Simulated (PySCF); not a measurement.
# SnHCl + 2 Cl₂ → SnCl₄ + HCl

Level: PBE0 in the def2-TZVP basis family, computed in PySCF with density fitting; scalar-relativistic core potentials for atoms from Rb on, none lighter, no spin–orbit coupling; open shells unrestricted.

```tsv
species	state and structure	E (Eh)	ZPE (kJ/mol)	H(298 K) − H(0) (kJ/mol)	S° (J/(mol K))
SnHCl	singlet, Cs, Sn–Cl 2.370 Å, Sn–H 1.779 Å; Cl–Sn–H 93.3°	-675.00128	15.9	11.3	273.8
Cl₂	singlet, D∞h, Cl–Cl 1.982 Å	-920.08940	3.5	9.1	222.5
SnCl₄	singlet, Td, Sn–Cl 2.289 Å (×4)	-2054.74425	12.8	22.5	367.3
HCl	singlet, C∞v, H–Cl 1.279 Å	-460.66440	17.9	8.7	186.6
```

(1) What is the electronic reaction energy?

(2) Add zero-point, thermal and entropy terms for 298.15 K and 1 bar.

## Answers

(1) At PBE0/def2-TZVP, ΔE = -600.1 kJ/mol from the differences of the total energies times 2625.5, downhill. Chlorination of this kind underlies dry etching.

(2) ΔZPE = 7.8 and Δ[H(298) − H(0)] = 1.7 kJ/mol give ΔH° = -590.6 kJ/mol. ΔS° = -164.9 J/(mol K), so ΔG° = -590.6 − 298.15 × (-0.1649) = -541 kJ/mol.

The structures come from searches over a few start shapes, so lower isomers are not excluded.
